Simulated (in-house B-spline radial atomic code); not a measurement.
## Correlation energy from the adiabatic connection: −Z/r, Z = 1.58, wall at 0.584 bohr

Two electrons in a singlet, external potential −Z/r, Z = 1.58, wall at 0.584 bohr (atomic units). Full CI in B-splines (partial waves to l = 8, correlation up to 0.6 % small) with the density held fixed gives W(λ) = <V_ee>_λ − U, and E_c is the integral of W(λ) − W(0) from 0 to 1.

```csv
λ,W(λ) − W(0) (hartree)
0,0.00000
0.02,-0.00208
0.05,-0.00518
0.12,-0.01237
0.25,-0.02551
0.4,-0.04035
0.6,-0.05961
0.8,-0.07829
1,-0.09642
```

(1) Integrate the table by the trapezoid rule.

(2) Now use only three numbers: W(0) = -3.2109, the initial slope W'(0) = -0.104 (extrapolated from the first points) and the strong-coupling limit of the point-charge-plus-continuum model, W∞ = -3.4382. What do second-order theory and the interpolation W(λ) = W∞ + (W(0) − W∞)/√(1 + 2χλ) of Seidl, Perdew and Levy give?

Answers

(1) The strips give -0.00002, -0.00011, -0.00061, -0.00246, -0.00494, -0.01000, -0.01379, -0.01747, which sum to -0.04940 hartree. The direct value, W(1) − W(0) + T_c with T_c = 0.04697, is -0.04944; the curve is convex, so chords lie above it and the trapezoids fall short in size by 0.08 %.

(2) Second order keeps the slope alone: E_c = W'(0)/2 = -0.05200, +5 % in size against -0.04944. Matching the slope fixes χ = W'(0)/(W∞ − W(0)) = -0.104/(-0.22730) = 0.45755. Integrating, with s = √(1 + 2χ) = 1.383868, E_c = −(W(0) − W∞)(s − 1)/(s + 1) = −0.22730 × 0.383868/2.383868 = -0.03660 hartree, -26.0 % in size against the full result. At λ = 1 the formula gives W − W(0) = -0.06305 against -0.09642. Part of the miss can come from the model's W∞, which here lies above the computed W at λ = 10, -3.77450.
